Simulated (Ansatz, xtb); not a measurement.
# Relative energy of two isomers of C3H5NSeSi

Structure I is `[SiH3]c1cn[se]c1`, a singlet and structure II is `N#C[C@@H]1C[Se][SiH2]1`, a singlet. Both are isolated molecules in the gas phase, relaxed with B3LYP-D3(BJ)/def2-SVP.

Quicker runs give these differences E(II) − E(I): GFN2-xTB +0.121 eV; HF/STO-3G −1.292 eV (at GFN2-xTB geometries); r2SCAN-D4/def2-SVP −0.404 eV (at GFN2-xTB geometries).

Question: Which of the two would you expect CCSD(T)/def2-SVP + ΔMP2/def2-TZVPP electronic energies to favour?

Answer: Structure II; the calculation gives E(II) − E(I) = −0.603 eV.

How the difference moves with the method:

| level | geometry | E(II) − E(I) (eV) | departure from the last row (eV) | job, with rough time for the two |
| --- | --- | --- | --- | --- |
| GFN2-xTB | GFN2-xTB | +0.121 | +0.724 | optimisation, 0.24 s |
| HF/STO-3G | GFN2-xTB | −1.292 | −0.689 | single point, 0.48 s |
| r2SCAN-D4/def2-SVP | GFN2-xTB | −0.404 | +0.199 | single point, 3.7 s |
| B3LYP-D3(BJ)/def2-SVP | B3LYP-D3(BJ)/def2-SVP | −0.514 | +0.088 | optimisation, 63 s |
| HF/def2-SVP | B3LYP-D3(BJ)/def2-SVP | −1.111 | −0.509 | part of the CCSD(T) run |
| MP2/def2-SVP | B3LYP-D3(BJ)/def2-SVP | −0.774 | −0.171 | part of the CCSD(T) run |
| CCSD(T)/def2-SVP | B3LYP-D3(BJ)/def2-SVP | −0.774 | −0.171 | single point |
| CCSD(T)/def2-SVP + ΔMP2/def2-TZVPP | B3LYP-D3(BJ)/def2-SVP | −0.603 |  | single point, 51 s |

As drawn, II has 1 C≡N, 2 C–C, 1 C–Se, 1 Se–Si, 1 C–H in place of 2 C∷C, 1 C∷N, 1 N∷Se, 1 C∷Se, 1 Si–H (∷ is an aromatic bond). Structure I has a 5-membered ring (with an aromatic ring), II a 4-membered ring.

GFN2-xTB puts the two in the other order. The largest departure from CCSD(T)/def2-SVP + ΔMP2/def2-TZVPP is that of GFN2-xTB, 0.724 eV. The last row adds to CCSD(T) the change of the MP2 difference between the two basis sets, here +0.171 eV, a large step that makes the value less sure.

With thermal terms from frequencies at re-optimised GFN2-xTB minima (ideal gas, soft modes damped towards free rotors, one conformer each, 298.15 K, 1 atm): the zero-point term adds +0.092 eV; ΔH is −0.506 and ΔG −0.517 eV.

The correlated steps freeze 18 core orbitals; the filled d shell of Se is correlated, in a basis made for valence electrons. Mirror images aren't counted in ΔG. Programs: Ansatz 0.2.0, xtb 6.7.1; the last row on 4 threads of Arm Neoverse V1 on a shared host.
